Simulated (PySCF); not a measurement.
Job file and geometry (Å, from GFN2-xTB) of an NMR shielding run on SMILES CC(C)[O][AlH2-][O][SiH3], [C₃H₁₂AlO₂Si]-, PySCF, GIAO PBE0/pcSseg-1 NMR shielding, non-relativistic, gas phase; density fitting, a coarse starting grid and PySCF grid level 2 are the driver's defaults:

```
$ OMP_NUM_THREADS=1 python probes_run.py task.json out

{"job": {"kind": "nmr", "xc": "PBE0", "basis": "pcSseg-1"}, "charge": -1, "multiplicity": 1}
C     -1.511265     0.119706    -1.372285
C     -1.662822     0.501726     0.107808
C     -2.437152    -0.594744     0.854728
O     -0.440762     0.710954     0.683186
Al     1.118132     0.806954     1.331142
O      2.313842     0.108349     0.231286
Si     3.333750    -0.547892    -0.772867
H     -0.889208    -0.769588    -1.442530
H     -2.481147    -0.072186    -1.831735
H     -1.010695     0.925192    -1.903992
H     -2.260455     1.436041     0.162895
H     -3.444269    -0.708131     0.453210
H     -1.899557    -1.535210     0.763955
H     -2.494231    -0.335405     1.908793
H      1.499595     2.338204     1.511868
H      1.183594    -0.042971     2.673789
H      2.787922    -1.772018    -1.401342
H      3.695271     0.374177    -1.871356
H      4.589653    -0.933907    -0.094014
```

**Question.** What does the program print?

**Answer.** 
```
coarse grid: 16120 points
cycle   1  E = -803.1545876051  dE =  4.591e-01  |g| = 1.167e+00  |ddm| = 3.719e+00
cycle   2  E = -802.4416177519  dE =  7.130e-01  |g| = 2.194e+00  |ddm| = 4.202e+00
cycle   3  E = -803.4189692815  dE = -9.774e-01  |g| = 1.753e-01  |ddm| = 3.368e+00
cycle   4  E = -803.4237271517  dE = -4.758e-03  |g| = 1.003e-01  |ddm| = 1.987e-01
cycle   5  E = -803.4259056986  dE = -2.179e-03  |g| = 1.803e-02  |ddm| = 7.926e-02
cycle   6  E = -803.4259509474  dE = -4.525e-05  |g| = 8.903e-03  |ddm| = 2.225e-02
cycle   7  E = -803.4259657408  dE = -1.479e-05  |g| = 8.877e-04  |ddm| = 7.300e-03
cycle   8  E = -803.4259658911  dE = -1.503e-07  |g| = 3.110e-04  |ddm| = 1.191e-03
final grid: 144320 points
cycle   9  E = -803.4878333295  dE = -2.423e-05  |g| = 1.153e-02  |ddm| = 2.293e-02
cycle  10  E = -803.4878030278  dE =  3.030e-05  |g| = 1.732e-02  |ddm| = 2.036e-02
cycle  11  E = -803.4878578685  dE = -5.484e-05  |g| = 1.349e-03  |ddm| = 1.339e-02
cycle  12  E = -803.4878582658  dE = -3.972e-07  |g| = 2.132e-04  |ddm| = 1.411e-03
cycle  13  E = -803.4878582749  dE = -9.150e-09  |g| = 7.852e-05  |ddm| = 2.429e-04
cycle  14  E = -803.4878582758  dE = -8.931e-10  |g| = 3.556e-05  |ddm| = 8.371e-05
cycle  15  E = -803.4878582760  dE = -2.242e-10  |g| = 5.747e-06  |ddm| = 3.064e-05
converged SCF energy = -803.4878582760

GIAO shielding tensors (ppm)
atom      isotropic    diamagn.    paramagn.     s11        s22        s33       span
  0 C      155.422     249.782     -94.360    136.830    144.393    185.043     48.213
  1 C      118.431     235.427    -116.996     97.084    104.035    154.174     57.090
  2 C      155.813     249.057     -93.244    137.935    144.311    185.194     47.259
  3 O      253.197     403.713    -150.516    211.856    242.610    305.125     93.269
  4 Al     484.808     795.884    -311.076    472.866    478.398    503.159     30.294
  5 O      306.909     398.771     -91.862    236.473    318.512    365.743    129.270
  6 Si     423.028     879.935    -456.907    373.255    377.151    518.679    145.424
  7 H       30.622      32.902      -2.280     28.441     29.667     33.758      5.317
  8 H       31.086      31.034       0.052     27.030     29.197     37.030      9.999
  9 H       30.233      31.936      -1.703     27.273     28.277     35.148      7.875
 10 H       27.098      29.165      -2.067     23.391     26.076     31.827      8.436
 11 H       31.114      29.976       1.138     27.276     28.974     37.092      9.816
 12 H       30.735      31.696      -0.961     28.639     29.718     33.847      5.208
 13 H       30.254      30.191       0.063     26.781     28.421     35.559      8.778
 14 H       27.865      30.609      -2.744     24.655     25.840     33.101      8.446
 15 H       27.811      31.035      -3.225     24.648     26.105     32.679      8.030
 16 H       26.485      30.674      -4.189     23.044     25.098     31.311      8.267
 17 H       26.522      29.578      -3.055     23.382     24.472     31.714      8.332
 18 H       26.542      28.421      -1.879     23.209     24.432     31.984      8.775
```

Size and cost of the density-fitted run: 193 basis functions, 24 s wall time on 1 thread of an Arm Neoverse V2, shared host; peak memory 0.82 GiB.
